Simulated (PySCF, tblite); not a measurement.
Species: C7H8OP (charge -1).
Numbering: `[CH2:1]=[CH:2][c:3]1[p-:4][cH:5][cH:6][c:7]1[O:8][CH3:9]` (hydrogens: H10, H11 on C1; H12 on C2; H13 on C5; H14 on C6; H15, H16, H17 on C9)

The geometry is computed with GFN2-xTB (gas phase).

(1) What internal coordinates does the optimisation give?

Results:

(1) 
| bond | length (Å) | order |
| --- | --- | --- |
| C1=C2 | 1.335 | double |
| C2–C3 | 1.431 | single |
| C3–P4 | 1.773 | aromatic |
| P4–C5 | 1.731 | aromatic |
| C5–C6 | 1.388 | aromatic |
| C6–C7 | 1.389 | aromatic |
| C7–O8 | 1.405 | single |
| O8–C9 | 1.390 | single |
| C3–C7 | 1.401 | aromatic |
| C1–H10 | 1.081 | single |
| C1–H11 | 1.078 | single |
| C2–H12 | 1.088 | single |
| C5–H13 | 1.081 | single |
| C6–H14 | 1.082 | single |
| C9–H15, C9–H16, C9–H17 | 1.098 | single |

Bonds in one row agree within 0.01 Å and their mean is given. Orders are formal, as drawn. A selection of angles:
| angle | degrees |
| --- | --- |
| C2–C1–H10 | 122.3 |
| C2–C1–H11 | 120.5 |
| H10–C1–H11 | 117.1 |
| C1–C2–C3 | 126.6 |
| C1–C2–H12 | 119.2 |
| C3–C2–H12 | 114.2 |
| C2–C3–P4 | 126.4 |
| C2–C3–C7 | 123.0 |
| P4–C3–C7 | 110.6 |
| C3–P4–C5 | 89.9 |
| P4–C5–C6 | 113.6 |
| P4–C5–H13 | 122.7 |
| C6–C5–H13 | 123.7 |
| C5–C6–C7 | 111.9 |
| C5–C6–H14 | 122.8 |
| C7–C6–H14 | 125.2 |
| C6–C7–O8 | 126.3 |
| C3–C7–C6 | 113.9 |
| C3–C7–O8 | 119.7 |
| C7–O8–C9 | 115.7 |
| O8–C9–H15 | 112.0 |
| O8–C9–H16 | 106.7 |
| H15–C9–H16 | 108.9 |
| H15–C9–H17 | 108.2 |

Dihedral angles: C1–C2–C3–P4 1° (synperiplanar); C6–C7–O8–C9 5° (synperiplanar). The mirror-image conformer, all signs reversed, is as good.

The C–C distances run from 1.335 Å (C1=C2, drawn double) to 1.431 Å (C2–C3, drawn single), a spread of 0.096 Å. O8 (aryl ether oxygen) is bent (angle 115.7°). C1 (terminal =CH2 carbon) is planar (angles 122.3°, 120.5° and 117.1°, sum 360.0°, 0.00 Å off the plane of its three neighbours). C7 (aromatic carbon bearing oxygen) is planar (angles 126.3°, 119.7° and 113.9°, sum 360.0°, 0.00 Å off the plane of its three neighbours). C3 (substituted aromatic carbon) is planar (angles 126.4°, 123.0° and 110.6°, sum 360.0°, 0.00 Å off the plane of its three neighbours). The 5-membered ring C3–P4–C5–C6–C7 has internal angles of 89.9° to 113.9° (sum 540°, against 540° for a flat polygon); it is planar, 0.00 Å rms from its mean plane, widest ring torsion 0°. C6 (aromatic CH carbon) is planar (angles 125.2°, 122.8° and 111.9°, sum 360.0°, 0.00 Å off the plane of its three neighbours).

Point group: near Cs, missed by 0.12 Å at most; the miss may be what the optimiser left on a soft mode. Its GFN2-xTB frequencies are all real (lowest 44 cm⁻¹). 2 starts were optimised and ended at 0.00 and 0.39 kcal/mol (GFN2-xTB); the lowest of these is shown.
